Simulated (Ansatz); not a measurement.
The Ge1–S2 bond of GeS is stretched (multiplicity 1).


Correlated levels freeze the cores. Filled d and f shells under p-block atoms count as core.

Programs: Ansatz (an electronic-structure program). Values without a source in brackets are computed.

Natural occupations of CASSCF(10,8)/def2-SVP:

```json
[
 {"R (Å)": "2.028", "occupations": "1.996 1.985 1.972 1.945 1.945 0.063 0.063 0.031"},
 {"R (Å)": "3.550", "occupations": "1.999 1.971 1.654 1.525 1.525 0.485 0.485 0.355"},
 {"R (Å)": "8.114", "occupations": "2.000 2.000 1.966 1.000 1.000 1.000 1.000 0.034"}
]
```

Count the electrons that have left the 5 most occupied orbitals, and the effectively unpaired electrons Σ min(n, 2 − n).


- R = 2.028 Å: 0.16 electrons in the weakly occupied orbitals, 0.31 unpaired
- R = 3.550 Å: 1.33 electrons in the weakly occupied orbitals, 2.65 unpaired
- R = 8.114 Å: 2.03 electrons in the weakly occupied orbitals, 4.07 unpaired
Each bonding pair that breaks into one electron on either fragment adds two; pairs that stay whole add only the little that their own correlation moves into empty orbitals.
